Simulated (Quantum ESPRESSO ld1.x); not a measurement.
Q: The aim is the iron ion Fe3+ in [Ar] 3d5. This ld1.x (Quantum ESPRESSO 7.5) run was made with `OMP_NUM_THREADS=1 ld1.x < ld1.in > ld1.out`. Can the result be used? Name any fault.

```
 &input
    zed=26.0,
    iswitch=1,
    rel=1,
    lsd=1,
    dft='PW',
    config='[Ar] 3d5',
    verbosity='high',
    beta=0.001,
    prefix='ld1',
    max_out_wfc=37,
    file_charge='ld1.rho',
 /
```

Output (excerpt):

```
     Program LD1 v.7.5 starts

     Message from routine scf:
     warning: convergence not achieved
     --------------------------- All-electron run ----------------------------

     scalar relativistic calculation

     atomic number is 26.00
     dft =PW   lsd =1 sic =0 latt =0  beta=0.00 tr2=1.0E-14
     Exchange-correlation= PW
                           (   1   4   0   0   0   0   0)
     mesh =1983 r(mesh) =  99.27596 a.u. xmin = -8.00 dx = 0.00800
     1 Ry =  13.60569312 eV, c = 137.03599908

     n l     nl                  e(Ry)          e(Ha)          e(eV)
     1 0     1S 1( 1.00)    -515.994497439    -257.997248720  -7020.4627853
     2 0     2S 1( 1.00)     -62.953342287     -31.476671144   -856.5238562
     2 1     2P 1( 3.00)     -54.117045682     -27.058522841   -736.2999163
     3 0     3S 1( 1.00)      -9.753125946      -4.876562973   -132.6980386
     3 1     3P 1( 3.00)      -7.264868921      -3.632434460    -98.8435771
     3 2     3D 1( 5.00)      -3.334711855      -1.667355927    -45.3710661
     1 0     1S 2( 1.00)    -515.993242796    -257.996621398  -7020.4457150
     2 0     2S 2( 1.00)     -62.745285406     -31.372642703   -853.6930982
     2 1     2P 2( 3.00)     -53.956472359     -26.978236179   -734.1152049
     3 0     3S 2( 1.00)      -9.327831211      -4.663915606   -126.9116090
     3 1     3P 2( 3.00)      -6.849781125      -3.424890562    -93.1960199
     3 2     3D 2( 0.00)      -2.943351497      -1.471675748    -40.0463372

     final scf error:  2.3E-10 reached in 201 iterations

     Etot =   -2536.454660 Ry,   -1268.227330 Ha,  -34510.223724 eV
     Total magnetization:    5.00 Bohr mag.

     Ekin =    2565.825053 Ry,    1282.912527 Ha,   34909.828280 eV
     Encl =   -6007.760832 Ry,   -3003.880416 Ha,  -81739.750232 eV
     Eh   =    1010.501618 Ry,     505.250809 Ha,   13748.574912 eV
     Exc  =    -105.020499 Ry,     -52.510250 Ha,   -1428.876685 eV
```

A: No (not converged). The line at issue: beta=0.001. So little new potential is mixed in that the limit of 200 iterations comes first; the energy is off by -2.2e-05 hartree. The sound input gives -1268.2273 hartree.
